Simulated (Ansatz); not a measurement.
Cu2F2⁺, relaxed as a doublet with UKS B3LYP-D4/def2-SVP in Ansatz, starting from the GFN2-xTB geometry. Force threshold 0.02 eV/Å.

Another isomer (doublet) lies 0.42 eV lower at PBE0-D4/def2-TZVP.

Start:

Cartesian coordinates in Å:
```
Cu 0.640 -0.651 -1.135
Cu -0.640 0.651 1.134
F -0.734 0.643 -0.783
F 0.733 -0.644 0.784
```

```json
{"step": "1", "energy (eV)": "-94693.7098", "largest force component (eV/Å)": "0.026", "SCF passes": "59"}
{"step": "2", "energy (eV)": "-94693.7099", "largest force component (eV/Å)": "0.008", "SCF passes": "49"}
```

Force components are those of the run's own axes.

End:

Cartesian coordinates in Å:
```
Cu 0.641 -0.652 -1.137
Cu -0.641 0.652 1.136
F -0.732 0.642 -0.781
F 0.732 -0.642 0.782
```

By distances, no bond broke or formed. The bond that changes most is Cu2–F3, from 1.92 to 1.92 Å (atoms count from 1).

No frequencies were taken in this run, so the end may be a saddle point.

Hardware: 4 threads of Arm Neoverse V2 on a shared host. Wall time 9 s.
